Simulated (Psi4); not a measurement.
Complex: CO (SMILES [C-]#[O+]) (first 2 atoms) with CH4S (SMILES CS); geometry from B3LYP-D3(BJ)/def2-TZVP.
(charge 0, multiplicity 1):
```xyz
8

C      0.05612     0.10762     0.88784
O     -0.74108     0.26187     0.10880
C      0.19761    -0.67601     4.37613
S     -1.24684     0.38724     4.05562
H      0.73419    -0.35279     5.26542
H     -0.19557    -1.67667     4.54750
H      0.86168    -0.69868     3.51496
H     -0.57178     1.53460     3.87951
```

These are SAPT0/jun-cc-pV(D+d)Z in Psi4 1.11 values and carry that method's errors.

**Question.** Give the four SAPT terms and the total, and say what mostly holds the pair together.

**Answer.** electrostatics -2.03, exchange 3.37, induction -0.54, dispersion -1.46, total -0.66 kcal/mol; the largest attraction is electrostatics.
